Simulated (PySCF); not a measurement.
## C₆ coefficients of unlike pairs at TPSS

Calculated with PySCF 2.14 from the dipole response of each species, C₆(A,B) = (3/π) ∫ α_A(iu) α_B(iu) du, in atomic units, from isotropic polarisabilities. For ions this is the dispersion term alone; charge-induced terms of lower order in 1/R come first.

| species | configuration | basis | relativity | α (bohr³) | C₆ (like pair) |
| --- | --- | --- | --- | --- | --- |
| Cr⁺ | [Ar] 3d5 (6S) | x2c-QZVPPall with one added diffuse shell each of s, p, d, f, g type (12s8p6d4f3g) | spin-free X2C | 14.61 | 55.51 |
| N | [He] 2s2 2p3 (4S) | aug-cc-pV5Z (7s6p5d4f3g2h) | none | 8.135 | 28.03 |
| N²⁺ | [He] 2s2 2p1 (2P) | def2-QZVPPD (8s4p4d2f1g) | none | 2.617 | 3.776 |
| Sn | [Kr] 4d10 5s2 5p2 (3P) | aug-cc-pVTZ-PP with ECP28MDF (6s5p4d2f) | core potential | 59.98 | 656.8 |

Problem. Estimate C₆ for Sn with N²⁺.

Solution. The integral gives 44.31. The combination rule 2 C_A C_B / (C_A α_B/α_A + C_B α_A/α_B) gives 43.06 and the geometric mean 49.80.

No spin-orbit coupling is included.

The other pairs:

| pair | C₆ |
| --- | --- |
| N²⁺, N | 10.21 |
| N, Cr⁺ | 38.95 |
| Sn, Cr⁺ | 184.6 |
| N²⁺, Cr⁺ | 14.09 |
| Sn, N | 126.8 |
